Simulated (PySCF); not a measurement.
Distances in Å between the heavy atoms of a computed structure (PBE0-D3(BJ)/def2-SVP; lower triangle, same order across):
```
C1    0.00
O2    1.40  0.00
Ge3   2.76  1.78  0.00
S4    3.68  3.26  2.21  0.00
C5    4.12  3.54  3.08  1.82  0.00
```

Hydrogens: 3 on C1, 2 on Ge3, 3 on C5.

Neutral, closed shell.

(1) Which heavy atoms are bonded, and with what formal order?

(2) Write the SMILES.

(3) Describe the place of each heavy atom.

## Answers

(1) C1–O2 (single); O2–Ge3 (single); Ge3–S4 (single); S4–C5 (single).

(2) `C[O][GeH2][S]C`, C2H8GeOS.

(3) C1: methoxy carbon; O2: oxygen bonded to C and Ge; Ge3: germanium bonded to O, S and 2 H; S4: sulfur bonded to C and Ge; C5: S-methyl carbon.

Shape of the structure used: `[CH3:1][O:2][GeH2:3][S:4][CH3:5]`: C1–O2–Ge3–S4 -59°, O2–Ge3–S4–C5 -60°.
